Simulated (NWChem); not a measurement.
Species: C4H8O; SMILES C[C@H]1CCO1

```xyz
13

C     -0.0304    -1.8193    -0.2579
C      0.0012    -0.4759     0.4443
C      1.0814     0.5519     0.0332
C     -0.1163     1.4746    -0.2623
O     -1.0588     0.4101    -0.0073
H     -0.9707    -2.3402    -0.0445
H      0.0512    -1.6905    -1.3430
H      0.7976    -2.4525     0.0847
H     -0.0617    -0.6166     1.5341
H      1.7691     0.8784     0.8177
H      1.6548     0.2579    -0.8511
H     -0.2029     1.8623    -1.2849
H     -0.2401     2.3074     0.4439
```
Atoms are numbered in this order, from 1.

All runs: NWChem. Pople sets run with spherical d functions. Coordinates come from a B3LYP/6-31G* (spherical d) optimisation. B3LYP is NWChem's, with the RPA form of VWN correlation. GIAO values for the isolated, static molecule; σ is the absolute isotropic shielding, δ = σ(reference) − σ with the isolated reference molecule computed at the same levels (13C: tetramethylsilane, 1H: tetramethylsilane, 17O: water).

For level Hartree-Fock/6-31G*:

```
Item         Result
-----------  ------
δ C1 (ppm)     24.1
δ C4 (ppm)     60.2
δ O5 (ppm)      4.7
δ H9 (ppm)     4.64
δ H10 (ppm)    2.29
δ H13 (ppm)    4.37
```

Problem. Estimate the same quantities for level B3LYP/6-311G**.

Solution. 
| Quantity | Result |
|---|---|
| δ C1 (ppm) | 26.5 |
| δ C4 (ppm) | 69.7 |
| δ O5 (ppm) | 64.2 |
| δ H9 (ppm) | 4.98 |
| δ H10 (ppm) | 2.44 |
| δ H13 (ppm) | 4.60 |
